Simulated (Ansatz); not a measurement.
Molecule: sum formula GeOF, charge -1, multiplicity 1. 
Structure (B3LYP-D3(BJ)/def2-TZVP (Ansatz, a program for electronic structure) minimum search):
```
Ge
O 1 1.6822
F 1 1.8883 2 106.10
```
Charge -1, spin multiplicity 1.

Basis-set convergence of Hartree-Fock and CCSD(T) correlation energies (hartree) with Ansatz. Correlated levels leave the core frozen unless marked. Spin-orbit coupling is left out. The frozen core is the preceding noble-gas configuration, with the filled d and f shells of earlier blocks. No relativistic terms.

```tsv
basis	functions	E(HF)	E(corr, CCSD(T))
aug-cc-pVDZ	82	-2249.72646	-0.54367
aug-cc-pVTZ	151	(withheld)	(withheld)
```

Problem. Complete the blanks.

Solution. 
- aug-cc-pVTZ, E(HF): -2249.84229
- aug-cc-pVTZ, E(corr, CCSD(T)): -0.65987
